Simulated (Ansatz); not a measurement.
CH4ClFSSn, SMILES `C[S][SnH]([F])[Cl]`, relaxed with RKS PBE-D4/def2-SVP in Ansatz 0.2.0 from a rough embedded geometry. The force threshold is 0.03 eV/Å; the program also tests the step.

The species carries charge 0 and has multiplicity 1. Sn: def2 effective core potential.

Start:

```xyz
9

C    -1.164   -0.041    1.149
S     0.603   -0.287    1.409
Sn    1.223    0.106   -0.920
F     0.664    1.792   -1.409
Cl    0.212   -1.544   -2.264
H    -1.723   -0.156    2.017
H    -1.321    0.971    0.701
H    -1.520   -0.824    0.362
H     3.026   -0.017   -1.045
```

(1) By how much does the energy fall, and how many steps does the optimiser take? (An estimate is asked.)

(2) Which bonds change most? (Best estimate.)

(3) Give the relaxed structure. (An estimate is asked.)

## Answers

(1) Computed: 0.51 eV, in 14 steps, 1 of them rejected.

(2) Computed: Sn3–F4 from 1.842 to 1.960 Å; Sn3–H9 from 1.812 to 1.722 Å; C1–H6 from 1.039 to 1.107 Å; C1–H8 from 1.166 to 1.107 Å.

(3) The calculation gave: 
```xyz
9

C    -1.220   -0.080    1.100
S     0.592   -0.020    1.424
Sn    1.368    0.099   -0.852
F     0.908    1.845   -1.615
Cl    0.054   -1.399   -2.133
H    -1.681   -0.390    2.057
H    -1.607    0.915    0.813
H    -1.465   -0.826    0.320
H     3.052   -0.144   -1.114
```
